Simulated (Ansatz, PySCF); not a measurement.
Species: C₃H₂O (charge 0, singlet). SMILES: O=c1cc1
Geometry from a B3LYP-D3(BJ)/def2-TZVP (Ansatz, an electronic-structure program) optimisation:
```
C
C 1 1.3395
H 2 1.0813 1 144.06
H 1 1.0813 2 144.06 3 0.00
C 1 1.4272 4 153.93 2 -180.00
O 5 1.2000 1 152.01 4 0.00
```

Wanted: atomisation energy (electronic, to ground-state atoms), in kJ/mol. Correlated levels leave the core frozen unless marked. UHF or UKS for open shells. No spin-orbit coupling. Non-relativistic. The coupled-cluster limit lacks core correlation, which all-electron functionals hold. Basis-set limits of correlation are two-point, X^-3; Hartree-Fock from the larger set. The bracket is a focal-point correction in the basis named.

| level | program | atomisation energy (kJ/mol) | minus last row | rough core time |
|---|---|---|---|---|
| HF/STO-3G | Ansatz | 1902.8 | -835.1 | - |
| PBE/def2-TZVPD | Ansatz | 2896.6 | 158.7 | under 20 s |
| PBE-D3(BJ)/def2-TZVPD | Ansatz + dftd3 | 2905.5 | 167.6 | under 20 s |
| M06-L-D4/def2-TZVPD | PySCF + dftd4 | 2811.0 | 73.1 | - |
| M06-L/def2-TZVPD | PySCF | 2810.3 | 72.4 | - |
| r2SCAN/def2-TZVPD | Ansatz | 2779.8 | 41.9 | under 20 s |
| PBE0/def2-QZVPP | Ansatz | 2798.2 | 60.3 | under 20 s |
| BHLYP-D4/def2-TZVPD | Ansatz + dftd4 | 2612.1 | -125.8 | under 20 s |
| BHLYP/def2-TZVPD | Ansatz | 2602.6 | -135.3 | under 20 s |
| r2SCAN0-D4/def2-TZVPD | Ansatz + dftd4 | 2703.7 | -34.2 | under 20 s |
| HSE06/def2-TZVPD | Ansatz | 2799.5 | 61.6 | under 20 s |
| MP2/STO-3G | Ansatz | 2452.8 | -285.1 | - |
| MP2/6-31G | Ansatz | 2312.2 | -425.7 | - |
| MP2/6-31G* | Ansatz | 2629.5 | -108.4 | - |
| RI-MP2/aug-cc-pVQZ | Ansatz | 2823.0 | 85.1 | under 20 s |
| RI-MP2/cc-pVTZ | Ansatz | 2764.2 | 26.3 | under 20 s |
| RI-MP2/CBS(aug-cc-pVTZ,aug-cc-pVQZ) | Ansatz | 2850.7 | 112.8 | under 20 s |
| SCS-MP2/STO-3G | Ansatz | 2445.5 | -292.4 | - |
| CCSD(T)/STO-3G | Ansatz | 2482.8 | -255.1 | under 20 s |
| CCSD(T) with core electrons/cc-pwCVTZ | Ansatz | 2674.6 | -63.3 | - |
| RI-MP2/CBS(aug-cc-pVTZ,aug-cc-pVQZ)+[CCSD(T)-MP2]/aug-cc-pVTZ | Ansatz | 2737.9 | 0.0 | 60 s |

Core times are rough, on shared machines, summed over the molecules involved; a dash marks a level read off another run, or run on other hardware, by another program or under a memory cap.
